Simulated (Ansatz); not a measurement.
Relaxation of Cl3HSi (5 atoms, charge 0, multiplicity 1), to a largest force component of 0.03 eV/Å in at most 50 steps.

Level of theory: RKS PBE0/def2-SVP in Ansatz.

```xyz
5
Properties=species:S:1:pos:R:3
Si -0.837 0.000 0.243
H 1.403 0.000 1.681
Cl 2.438 0.000 0.842
Cl -1.042 1.619 -1.057
Cl -1.042 -1.619 -1.057
```

**Question.** Where does it end, and by what steps?

**Answer.** The run converged. After 10 steps the energy has fallen by 0.092 eV; H2 moved furthest, 0.51 Å.

```
step  energy less start (eV)  largest force component (eV/Å)  accepted
   0                  0.0000                           0.944       yes
   1                 -0.0167                           0.996       yes
   2                 -0.0075                           1.582        no
   3                 -0.0325                           0.829       yes
   4                 -0.0536                           0.769       yes
   5                 -0.0807                           0.154       yes
   6                 -0.0868                           0.103       yes
   7                 -0.0885                           0.069       yes
   8                 -0.0654                           1.111        no
   9                 -0.0918                           0.044       yes
  10                 -0.0920                           0.004       yes
```

```xyz
5
Properties=species:S:1:pos:R:3
Si -1.022 0.000 0.222
H 1.832 0.000 1.960
Cl 2.029 0.000 0.687
Cl -0.959 1.621 -1.109
Cl -0.959 -1.621 -1.109
```

Run time: 33 s on 1 thread of Arm Neoverse V1, on a shared host, peak memory 0.16 GiB.
